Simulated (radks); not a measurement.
Problem. All-electron atom: the chlorine ion Cl5+ in [Ne] 3s2 (the NIST ground configuration). Method: Dirac Kohn-Sham, PBE, spin-unpolarised, spherical densities, point nucleus; computed with a radial shooting solver on a logarithmic mesh with Libxc functionals. Some entries of the table are withheld. Estimate them.

orbital  occ.  eigenvalue (hartree)  r(max) (bohr)
1s1/2       2                   (1)            (2)
2s1/2       2             -12.38130            (3)
2p1/2       2                   (4)            (5)
2p3/2       4                   (6)            (7)
3s1/2       2                   (8)          1.179

Solution. 
(1) 1s1/2 eigenvalue (hartree): -104.3525
(2) 1s1/2 r(max) (bohr): 0.05946
(3) 2s1/2 r(max) (bohr): 0.3608
(4) 2p1/2 eigenvalue (hartree): -10.19618
(5) 2p1/2 r(max) (bohr): 0.2991
(6) 2p3/2 eigenvalue (hartree): -10.13283
(7) 2p3/2 r(max) (bohr): 0.3009
(8) 3s1/2 eigenvalue (hartree): -3.28591
